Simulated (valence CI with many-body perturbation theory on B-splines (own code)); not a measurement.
**E1 transitions of Sm11+**

Level of theory: valence CI with perturbative core correlation (CI+MBPT): five valence electrons over a frozen Dirac-Fock core [Kr] 4d10, a basis of 7 s, 7 p, 7 d, 7 f, 4 g, 2 h functions for each j, with the one-electron correlation potential Σ1, the two-electron term Σ2, the three-electron term Σ3, Breit, model QED; selected CI, second order for the rest, scaled by the run's own slope (own B-spline code, finite nucleus).

No measured levels were compared; by estimate terms of the open shell hold to a few per cent of their energy, and close levels can change places. Among the levels kept, up to 2300 cm⁻¹ of a level comes from second order outside the variational space, and about a tenth of that is noise between levels of different J, which matters for small intervals.

Lines 1 to 50 of 524 in falling wavelength, among levels below 187740 cm⁻¹, chosen from the strongest by gf and those to the six lowest levels. Wavelengths and rates use the calculated energies, so an error of 2000 cm⁻¹ moves a line at 2236 Å by 4.5 % and its rate by three times that or more. Electric multipoles are in the length gauge, E1 and E2 with the static RPA response of the core. Weak lines are less certain than strong ones. Lines between different terms over intervals too small for the method are left out, as are lines whose strength nearly cancels. Where a level lies close to another of its J and parity, the split of strength between their lines is uncertain. The highest levels of a list are the least certain.

Names give the largest LS component (configuration and term), which can be under half, so a name can repeat, a term be missing and a line seem to break the LS rules; names also repeat where a configuration has a term twice. Letters in brackets count levels of one name in rising energy.

| λ vac (Å) | Upper | Lower | A (s⁻¹) | S (a.u.) |
| --- | --- | --- | --- | --- |
| 2236 | 4f³5s5p ⁶H_13/2 | 4f²5s²5p ²I°_13/2 [a] | 6.33e+04 | 4.89e-03 |
| 2017 | 4f⁴5s ⁴H_13/2 | 4f²5s²5p ⁴G°_11/2 [c] | 1.13e+05 | 6.41e-03 |
| 1985 | 4f⁴5s ⁴K_17/2 | 4f²5s²5p ⁴I°_15/2 | 1.06e+05 | 7.33e-03 |
| 1847 | 4f⁴5s ⁴K_15/2 | 4f²5s²5p ⁴I°_13/2 | 6.78e+04 | 3.37e-03 |
| 1846 | 4f³5s5p ⁴I_9/2 | 4f²5s²5p ⁴F°_7/2 | 1.08e+05 | 3.35e-03 |
| 1842 | 4f³5s5p ⁶H_15/2 | 4f²5s²5p ⁴I°_15/2 | 1.76e+05 | 8.67e-03 |
| 1817 | 4f³5s5p ⁶H_11/2 | 4f²5s²5p ²H°_9/2 [b] | 9.97e+04 | 3.54e-03 |
| 1811 | 4f⁴5s ²K_15/2 | 4f²5s²5p ²I°_13/2 [a] | 6.65e+04 | 3.12e-03 |
| 1803 | 4f³5s5p ⁴K_11/2 | 4f²5s²5p ²I°_11/2 [b] | 9.29e+04 | 3.22e-03 |
| 1763 | 4f⁴5s ²K_13/2 | 4f²5s²5p ²I°_11/2 [b] | 1.08e+05 | 4.07e-03 |
| 1686 | 4f³5s5p ⁶H_15/2 | 4f²5s²5p ⁴I°_13/2 | 1.31e+05 | 4.95e-03 |
| 1660 | 4f³5s5p ⁶H_13/2 | 4f²5s²5p ⁴H°_11/2 | 9.24e+04 | 2.92e-03 |
| 1498 | 4f⁴5s ⁴F_7/2 [d] | 4f²5s²5p ⁴G°_7/2 [b] | 2.35e+05 | 3.12e-03 |
| 1480 | 4f³5s5p ⁴I_9/2 | 4f²5s²5p ²G°_7/2 [a] | 4.67e+05 | 7.48e-03 |
| 1476 | 4f³5s5p ²H_9/2 | 4f²5s²5p ²H°_9/2 [b] | 3.20e+05 | 5.07e-03 |
| 1476 | 4f³5s5p ⁴I_9/2 | 4f²5s²5p ⁴H°_9/2 [b] | 2.94e+05 | 4.66e-03 |
| 1468 | 4f⁴5s ⁴I_11/2 [c] | 4f²5s²5p ⁴G°_11/2 [b] | 1.36e+05 | 2.54e-03 |
| 1438 | 4f⁴5s ⁴I_11/2 [b] | 4f²5s²5p ²H°_9/2 [b] | 2.82e+05 | 4.97e-03 |
| 1432 | 4f³5s5p ⁴K_11/2 | 4f²5s²5p ⁴H°_9/2 [b] | 3.68e+05 | 6.40e-03 |
| 1392 | 4f³5s5p ⁴F_3/2 | 4f²5s²5p ⁴G°_5/2 [b] | 9.96e+05 | 5.30e-03 |
| 1388 | 4f⁴5s ⁴I_11/2 [b] | 4f²5s²5p ⁴H°_11/2 | 3.16e+05 | 5.01e-03 |
| 1379 | 4f³5s5p ²H_9/2 | 4f²5s²5p ²G°_7/2 [a] | 3.14e+05 | 4.07e-03 |
| 1375 | 4f³5s5p ²H_9/2 | 4f²5s²5p ⁴H°_9/2 [b] | 2.21e+05 | 2.84e-03 |
| 1374 | 4f⁴5s ⁴I_11/2 [c] | 4f²5s²5p ⁴H°_11/2 | 2.19e+05 | 3.37e-03 |
| 1374 | 4f³5s5p ⁴G_11/2 | 4f²5s²5p ²H°_9/2 [b] | 3.81e+05 | 5.85e-03 |
| 1370 | 4f³5s5p ⁴K_13/2 | 4f²5s²5p ⁴H°_11/2 | 3.43e+05 | 6.09e-03 |
| 1358 | 4f³5s5p ⁴H_13/2 [b] | 4f²5s²5p ⁴G°_11/2 [b] | 5.93e+05 | 1.03e-02 |
| 1343 | 4f³5s5p ⁴K_15/2 | 4f²5s²5p ⁴I°_13/2 | 3.16e+05 | 6.03e-03 |
| 1328 | 4f³5s5p ⁴G_11/2 | 4f²5s²5p ⁴H°_11/2 | 2.13e+05 | 2.95e-03 |
| 1240 | 4f³5s5p ⁴G_9/2 | 4f²5s²5p ⁴H°_9/2 [b] | 2.33e+05 | 2.19e-03 |
| 1048 | 4f⁴5s ⁴I_15/2 [a] | 4f²5s²5p ⁴H°_13/2 | 4.15e+05 | 3.77e-03 |
| 1042 | 4f³5s5p ⁶H_11/2 | 4f²5s²5p ²G°_9/2 [a] | 6.84e+05 | 4.58e-03 |
| 1032 | 4f³5s5p ⁶I_9/2 | 4f²5s²5p ⁴G°_7/2 [a] | 9.68e+05 | 5.25e-03 |
| 1031 | 4f³5s5p ⁶K_9/2 | 4f²5s²5p ⁴I°_9/2 | 3.53e+05 | 1.91e-03 |
| 1014 | 4f³5s5p ⁶H_11/2 | 4f²5s²5p ⁴G°_11/2 [a] | 2.87e+05 | 1.77e-03 |
| 1014 | 4f³5s5p ⁶I_7/2 | 4f²5s²5p ⁴G°_5/2 [a] | 2.30e+06 | 9.46e-03 |
| 1002 | 4f³5s5p ⁶H_13/2 | 4f²5s²5p ⁴H°_13/2 | 1.49e+06 | 1.04e-02 |
| 998.8 | 4f⁴5s ⁴I_13/2 [a] | 4f²5s²5p ⁴I°_11/2 | 4.29e+05 | 2.96e-03 |
| 987.6 | 4f⁴5s ⁴H_9/2 | 4f²5s²5p ⁴G°_7/2 [a] | 3.62e+05 | 1.72e-03 |
| 987.5 | 4f³5s5p ⁶H_13/2 | 4f²5s²5p ⁴G°_11/2 [a] | 4.44e+05 | 2.95e-03 |
| 984.6 | 4f³5s5p ⁶I_9/2 | 4f²5s²5p ⁴H°_9/2 [a] | 1.03e+06 | 4.85e-03 |
| 977.8 | 4f³5s5p ⁶I_9/2 | 4f²5s²5p ⁴I°_11/2 | 5.29e+05 | 2.44e-03 |
| 976.2 | 4f³5s5p ⁶H_15/2 | 4f²5s²5p ⁴H°_13/2 | 5.45e+05 | 4.00e-03 |
| 975.1 | 4f³5s5p ⁶I_7/2 | 4f²5s²5p ⁴H°_7/2 | 1.74e+06 | 6.38e-03 |
| 974.5 | 4f⁴5s ⁴H_7/2 | 4f²5s²5p ⁴G°_5/2 [a] | 7.85e+05 | 2.87e-03 |
| 972.1 | 4f⁴5s ⁴I_9/2 [a] | 4f²5s²5p ⁴I°_9/2 | 4.63e+05 | 2.10e-03 |
| 971.4 | 4f⁴5s ⁴K_13/2 | 4f²5s²5p ⁴I°_11/2 | 3.41e+05 | 2.16e-03 |
| 965.4 | 4f³5s5p ⁶H_11/2 | 4f²5s²5p ⁴H°_9/2 [a] | 4.53e+05 | 2.41e-03 |
| 960.4 | 4f³5s5p ⁶I_9/2 | 4f²5s²5p ⁴H°_7/2 | 5.38e+05 | 2.35e-03 |
| 959.6 | 4f⁴5s ⁴F_9/2 [a] | 4f²5s²5p ⁴D°_7/2 [a] | 5.80e+05 | 2.53e-03 |
